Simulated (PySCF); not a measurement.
A structure optimised at PBE0-D3(BJ)/def2-SVP, used in a PySCF frequency run:

```xyz
6

W      0.0246     0.1915     0.0000
O      1.4382     1.1228     0.0000
N     -1.3241     1.2873     0.0000
H     -1.6720     2.2436     0.0000
Cl    -0.0702    -1.0119    -1.9361
Cl    -0.0702    -1.0119     1.9361
```

Q: Write its SMILES, formula and point group.

A: [NH]=[W](=[O])([Cl])[Cl], Cl₂HNOW, Cs

Q: What are its rotational constants (standard atomic weights)?

A: 2.6783, 1.5482, 1.2833 GHz
